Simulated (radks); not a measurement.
Problem. Coherent X-ray form factor from a spherical all-electron density. Calculated with a radial shooting solver on a logarithmic mesh with Libxc functionals: Dirac Kohn-Sham, BLYP, spin-unpolarised, spherical densities, finite nucleus; Fermi nuclear charge, rms radius of each element as measured or else 0.836 A^(1/3) + 0.57 fm.

sin(theta)/lambda (1/angstrom)  f0 (electrons)
0.05                                    40.521
0.1                                     39.170
0.15                                    37.175
0.2                                     34.817
0.25                                    32.357
0.3                                     29.985
0.4                                     25.889
0.5                                     22.772
0.6                                     20.419
0.8                                     16.893
1                                       13.952
1.25                                    10.828
1.5                                      8.531
2                                        6.114

The species is in the configuration that NIST lists as its ground one. Which atom or ion scatters so?

Solution. The ruthenium ion Ru3+, [Kr] 4d5. Extrapolating in s^2 from the first two rows gives f0(0) = 41.0, near the electron count 41; among species with that count, the fall with angle is slower the higher Z, and the table is that of Z = 44; from so few rows the species is fixed only to a neighbour or two.
